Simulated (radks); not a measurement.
F IV, 6 electrons, occupied as [He] 2s2 2p2. Calculated with a radial shooting solver on a logarithmic mesh with Libxc functionals: Dirac Kohn-Sham, BLYP, spin-unpolarised, spherical densities, point nucleus; open shells fill j = l - 1/2 first.

Normalised radial functions P(r) = r R(r) (large component), r in bohr:

r	1s1/2	2p3/2
0.01363	0.6275	0.0048
0.01665	0.7455	0.0070
0.02034	0.8805	0.0103
0.02484	1.0323	0.0151
0.03035	1.1996	0.0220
0.03706	1.3790	0.0319
0.04527	1.5645	0.0458
0.05529	1.7468	0.0655
0.06753	1.9130	0.0927
0.08249	2.0464	0.1298
0.1007	2.1278	0.1794
0.1231	2.1379	0.2442
0.1503	2.0607	0.3264
0.1836	1.8893	0.4272
0.2242	1.6306	0.5452
0.2739	1.3083	0.6755
0.3345	0.9612	0.8087
0.4086	0.6352	0.9302
0.499	0.3697	1.0214
0.6095	0.1844	1.0606
0.7444	0.0763	1.0305
0.9093	0.0251	0.9263
1.111	0.0063	0.7601
1.356	0.0011	0.5602
1.657	0.0001	0.3638
2.024	0.0000	0.2033
2.472	0.0000	0.0944
3.019	0.0000	0.0345

1s1/2: eigenvalue -742.17 eV, 0 radial nodes, <r> = 0.176 bohr, 90 % of the charge inside 0.315 bohr. 2p3/2 (empty): eigenvalue -72.788 eV, 0 radial nodes, <r> = 0.828 bohr, 90 % of the charge inside 1.37 bohr.
